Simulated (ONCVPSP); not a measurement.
Transferability test, ONCV potential for B (Z = 5)

| Item | Value |
| --- | --- |
| Element | B (Z = 5) |
| Generator | ONCVPSP 4.0.1 |
| Type | optimised norm-conserving Vanderbilt (ONCV) |
| Functional | LDA (Perdew-Wang 92) |
| Relativity | fully relativistic |
| Frozen core | [He] |
| Valence charge | 3 |
| Reference configuration | 2s1.5 2p1.5 |
| Partial waves | 2s: rc 1.55 bohr, ncon 4, nbas 7, qcut 4.1 1/bohr, 2 projectors, debl 2.2 Ha; 2p: rc 2.35 bohr, ncon 4, nbas 7, qcut 6.6 1/bohr, 2 projectors, debl 2.6 Ha; d scattering state at 0.35 Ha: rc 2.20 bohr, ncon 3, nbas 7, qcut 4.7 1/bohr, 1 projector |
| Local potential | polynomial inside 1.25 bohr (lpopt 5, dvloc0 3 Ha) |
| Core correction | polynomial model core, fcfact 0.6 |

Open shells are filled in proportion to 2j + 1.

Energies are relative to the spin-unpolarised reference configuration 2s1.5 2p1.5; without spin polarisation the order of configurations can differ from experiment.

(1) Give the all-electron excitation energy and the error of the potential for: 2s2 2p1; 2s2 2p0; 2s1 2p0; 2s2 2p0.5.

Levels in the configuration 2s2 2p0.5:

| level | all-electron (eV) | pseudo (eV) |
| --- | --- | --- |
| 2s j=1/2 | -14.052 | -14.035 |
| 2p j=3/2 | -8.189 | -8.158 |
| 2p j=1/2 | -8.193 | -8.162 |

## Answers

(1)

| valence configuration | charge | ΔE all-electron (eV) | error AE − PS (meV) |
| --- | --- | --- | --- |
| 2s2 2p1 | 0 | -2.838 | +0.3 |
| 2s2 2p0 | +1 | 5.483 | +38 |
| 2s1 2p0 | +2 | 30.781 | +109 |
| 2s2 2p0.5 | +0.5 | 0.102 | +8.5 |
